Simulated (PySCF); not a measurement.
Cartesian coordinates in Å; atom numbers follow the order of the lines, from 1:
```xyz
6

Si    0.1920   -0.0102   -0.3731
S     0.2910    0.0265    1.7375
H    -1.0539    0.0492    1.8842
Cl    2.1221   -0.0209   -1.0305
Cl   -0.7751    1.6243   -1.1361
Cl   -0.7762   -1.6689   -1.0820
```

Level of theory: GIAO KT2/pcSseg-1 shieldings, PBE0-D3(BJ)/def2-SVP structure, in PySCF 2.14 (one computed conformer, gas phase, relativity neglected, equivalent nuclei averaged).

Chemical shifts δ = σref − σ; TMS for 1H (σref 31.18), 29Si (σref 361.05); 33S (σref 518.69) against CS2; 35Cl (σref 942.74) against HCl, all at this level.

```tsv
atoms	nucleus	count	δ (ppm)
Cl4/Cl5/Cl6	35Cl	3	225
Si1	29Si	1	31.9
H3	1H	1	?
S2	33S	1	?
```

Q: Complete the table.

A: 
- H3: 1.82 ppm, hydrogen on a sulfur bonded to Si
- S2: -60 ppm, sulfur bonded to Si, H

OH and NH positions are those of a molecule without intermolecular hydrogen bonds; in solution they move with solvent, concentration and temperature, and exchange usually removes their couplings. The averaged Cl atoms aren't alike in the static structure (σ from 699 to 756 ppm); the average presumes fast exchange among these sites.
